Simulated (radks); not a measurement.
Problem. Neutral titanium: order these configurations by energy. Method: scalar-relativistic Kohn-Sham, r2SCAN, spin-polarised, spherical densities, finite nucleus; meta-GGA in the generalised Kohn-Sham scheme; Fermi nuclear charge, rms radius of each element as measured or else 0.836 A^(1/3) + 0.57 fm; computed with a radial shooting solver on a logarithmic mesh with Libxc functionals. Open shells are filled with parallel spins first. [Ar] 3d1 4s2 4p1; [Ar] 3d2 4s1 4p1; [Ar] 3d2 4s2; [Ar] 3d3 4p1; [Ar] 3d3 4s1; [Ar] 3d4.

Solution. From the lowest, in eV above it: [Ar] 3d3 4s1 0.000; [Ar] 3d2 4s2 0.459; [Ar] 3d2 4s1 4p1 2.196; [Ar] 3d4 2.228; [Ar] 3d3 4p1 2.999; [Ar] 3d1 4s2 4p1 5.471.
